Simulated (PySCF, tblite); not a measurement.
Isomers of C6H14F2Si, one GFN2-xTB conformer each. Single-point energies are computed at PBE0/pcSseg-1 (PySCF, gas phase, no added dispersion term), electronic only.

```tsv
SMILES	GFN2-xTB relative energy (kcal/mol)
CCC[C@@](F)(CC)[SiH2]F	39.9
CC(C)[C@H](C)C[SiH](F)F	0.0
```

Conformers: `[CH3:1][CH2:2][CH2:3][C@@:4]([F:5])([CH2:6][CH3:7])[SiH2:8][F:9]` with C1–C2–C3–C4 -178°, C2–C3–C4–F5 56°, C3–C4–C6–C7 67°, C3–C4–Si8–F9 -36°; `[CH3:1][CH:2]([CH3:3])[C@H:4]([CH3:5])[CH2:6][SiH:7]([F:8])[F:9]` with C1–C2–C4–C5 -73°, C2–C4–C6–Si7 -170°, C4–C6–Si7–F8 45°.

Question: What does PBE0/pcSseg-1 give for the same structures?

Answer: 
```tsv
SMILES	PBE0/pcSseg-1 E (Eh)	PBE0/pcSseg-1 (kcal/mol)	GFN2-xTB (kcal/mol)	point group
CC(C)[C@H](C)C[SiH](F)F	-725.72400	0.0	0.0	C1
CCC[C@@](F)(CC)[SiH2]F	-725.64308	50.8	39.9	C1
```

Both levels put the same isomer lowest. 

Question: Which frontier levels, dipoles and rotational constants go with these structures?

Answer: 
| SMILES | HOMO (eV, PBE0/pcSseg-1) | LUMO (eV) | dipole (D) | A, B, C (MHz) |
| --- | --- | --- | --- | --- |
| CC(C)[C@H](C)C[SiH](F)F | -8.58 | 0.64 | 2.81 | 2622, 608.4, 574.3 |
| CCC[C@@](F)(CC)[SiH2]F | -8.20 | 0.10 | 0.94 | 1424, 969.7, 831.2 |

Question: What happens when harmonic zero-point energies from GFN2-xTB frequencies are added?

Answer: 
```csv
SMILES,ZPE (kcal/mol),electronic (kcal/mol),with ZPE (kcal/mol)
CC(C)[C@H](C)C[SiH](F)F,119.9,0.0,0.0
CCC[C@@](F)(CC)[SiH2]F,117.8,50.8,48.7
```

The zero-point energies span 2.1 kcal/mol. The order is unchanged.
